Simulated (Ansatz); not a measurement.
Cost and result up the ladder for Si20H30, a nanocrystal cut from cubic silicon (50 atoms). The state is a singlet with charge 0. Geometry: PBE-D4/def2-SVP.

```xyz
50

Si   -0.512   -1.695    2.366
Si    0.976    1.698    3.614
Si    2.291   -1.845   -0.289
Si    3.648    1.556    1.079
Si   -3.029    1.292    2.459
Si   -1.405   -2.220   -1.356
Si   -3.881    0.794   -1.095
Si   -0.076    1.160   -0.146
Si    2.681    0.987   -2.955
Si   -0.844    0.629   -3.974
Si    0.844   -0.630    3.973
Si   -2.681   -0.988    2.955
Si    0.075   -1.161    0.145
Si    1.404    2.220    1.355
Si    3.881   -0.792    1.095
Si    3.030   -1.293   -2.458
Si   -2.291    1.845    0.290
Si   -3.649   -1.554   -1.079
Si   -0.975   -1.699   -3.614
Si    0.511    1.695   -2.367
H    -0.413   -3.193    2.552
H    -0.290    2.351    4.103
H     2.120    2.249    4.433
H     2.386   -3.343   -0.101
H     4.438    2.127    2.233
H     4.237    2.107   -0.193
H    -2.353    2.138    3.506
H    -4.510    1.581    2.525
H    -1.306   -3.717   -1.166
H    -5.252    1.147   -0.568
H    -3.796    1.293   -2.514
H     3.738    1.813   -2.271
H     2.838    1.186   -4.444
H    -2.234    1.208   -3.999
H    -0.223    0.873   -5.329
H     0.223   -0.874    5.328
H     2.234   -1.209    3.997
H    -2.838   -1.186    4.445
H    -3.739   -1.814    2.272
H     1.304    3.717    1.166
H     3.798   -1.290    2.513
H     5.252   -1.145    0.566
H     4.511   -1.580   -2.523
H     2.355   -2.140   -3.505
H    -2.385    3.343    0.103
H    -4.237   -2.104    0.194
H    -4.440   -2.125   -2.232
H    -2.117   -2.251   -4.435
H     0.292   -2.351   -4.101
H     0.413    3.192   -2.552
```

Ansatz on 2 threads of AMD EPYC 7R13 on a shared host and a share (18 GiB) of an NVIDIA H100 80GB HBM3. Times are rough, and most runs start from the orbitals of an earlier one. No level here is sound enough to serve as a yardstick. Binding counts from free atoms at the same level (Si triplet, H doublet; other spins of the atoms weren't run), without zero-point energy or a counterpoise term.

B3LYP takes the VWN-RPA correlation. Correlated methods freeze 100 core orbitals. The rows differ in basis, and correlated rows in double-zeta sets carry the largest basis error. Single mean-field runs in def2-SVP, def2-TZVP are fitted with def2-universal-jkfit.

Correlated methods converge slowly with the basis, most of all in double-zeta sets.

| level | functions | wall time |
| --- | --- | --- |
| B3LYP-D4/6-31G | 320 | 13 s |
| HF/6-31G | 320 | 13 s |
| MP2/def2-SVP | 510 | 16 s |
| r2SCANh-D4/def2-SVP | 510 | 18 s |
| HF/STO-3G | 210 | 18 s |
| PBE0-D4/def2-SVP | 510 | 19 s |
| PBE-D4/def2-SVP (with forces) | 510 | 19 s |
| CAM-B3LYP-D4/def2-SVP | 510 | 19 s |
| r2SCAN-D4/def2-SVP (with forces) | 510 | 22 s |
| PBE-D4/def2-TZVP | 920 | 23 s |
| PBE0-D4/def2-TZVP | 920 | 27 s |
| ωB97X-V/def2-SVP | 510 | 34 s |

(1) Estimate what each level gives for the binding energy per atom (eV).

## Answers

(1) 
| level | binding energy per atom (eV) |
| --- | --- |
| B3LYP-D4/6-31G | 2.95 |
| HF/6-31G | 2.00 |
| MP2/def2-SVP | 2.97 |
| r2SCANh-D4/def2-SVP | 3.22 |
| HF/STO-3G | 3.62 |
| PBE0-D4/def2-SVP | 3.22 |
| PBE-D4/def2-SVP (with forces) | 3.22 |
| CAM-B3LYP-D4/def2-SVP | 3.19 |
| r2SCAN-D4/def2-SVP (with forces) | 3.23 |
| PBE-D4/def2-TZVP | 3.22 |
| PBE0-D4/def2-TZVP | 3.22 |
| ωB97X-V/def2-SVP | 3.26 |
